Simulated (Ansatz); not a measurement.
```yaml
crystal:
  periodic: [false, false, false]
  atoms:
    - {symbol: Ga, position_ang: [-1.136437, 0.772472, -0.950871]}
    - {symbol: Sb, position_ang: [-0.364129, -0.814899, 0.989272]}
    - {symbol: Se, position_ang: [2.038364, -0.934865, 0.094752]}
    - {symbol: H, position_ang: [-2.441673, 1.620865, -0.732038]}
    - {symbol: H, position_ang: [-0.331143, 0.839147, -2.296210]}
    - {symbol: H, position_ang: [-0.147057, 0.596050, 1.944674]}
    - {symbol: H, position_ang: [2.382065, -2.078780, 0.950421]}
basis:
  gaussian: {orbitals: ANO-RCC-VTZP, nuclear_model: gaussian}
magnetization: {spin_polarized: true, initial_magnetization: 2}
hamiltonian: {xc: {name: wB97}}
accuracy: high
output: {forces: true}
```

```sh
$ ansatz run in.yaml --threads 4 --pin off --events-out ev --progress --plain --max-ram 10444MiB
```

It prints (some lines left out):

```
Functional definition: wB97
3839 factors; integrals over basis functions are off by at most 4.6e-9 eV
913 factors; integrals over basis functions are off by at most 1.9e-9 eV
mean field evaluation 1: about -295449.2610 eV, gradient 1.7e1 eV
mean field evaluation 2: about -295450.0298 eV, gradient 2.1e1 eV
mean field evaluation 4: about -295450.8110 eV, gradient 1.4e0 eV
mean field evaluation 8: about -295450.8973 eV, gradient 5.0e-1 eV
mean field evaluation 16: about -295451.0975 eV, gradient 3.1e-2 eV
mean field -295451.09757632 eV, -10857.6275719831 hartree, gradient 2.0e-8 eV, S^2 2.010234; 6 other end points of the search recorded, 0 dependent functions left out
reference -295451.09757522 eV, -10857.6275719425 hartree; 61, 59 occupied and 149, 151 virtual orbitals, 3839 factors
Total energy: -295451.09757522 eV, -10857.6275719425 hartree
Relativity: scalar
Atom 0 at    -1.136437     0.772472    -0.950871 Å, force    -0.616288     1.595247    -1.547933 eV/Å
Atom 1 at    -0.364129    -0.814899     0.989272 Å, force     0.531961     0.059873     0.063675 eV/Å
Atom 2 at     2.038364    -0.934865     0.094752 Å, force    -0.124495    -0.093155     0.327914 eV/Å
Atom 3 at    -2.441673     1.620865    -0.732038 Å, force     0.361716    -0.633019     0.483498 eV/Å
Atom 4 at    -0.331143     0.839147    -2.296210 Å, force    -0.000565    -0.719552     0.585431 eV/Å
Atom 5 at    -0.147057     0.596050     1.944674 Å, force    -0.073137    -0.258249     0.244627 eV/Å
Atom 6 at     2.382065    -2.078780     0.950421 Å, force    -0.079190     0.048855    -0.157212 eV/Å
Dipole moment:     0.093685    -0.485368     0.618919 e Å
```

It took 6.2 min on 4 threads of an Arm Neoverse V1 on a shared host, with 2.7 GiB of host memory at the peak.
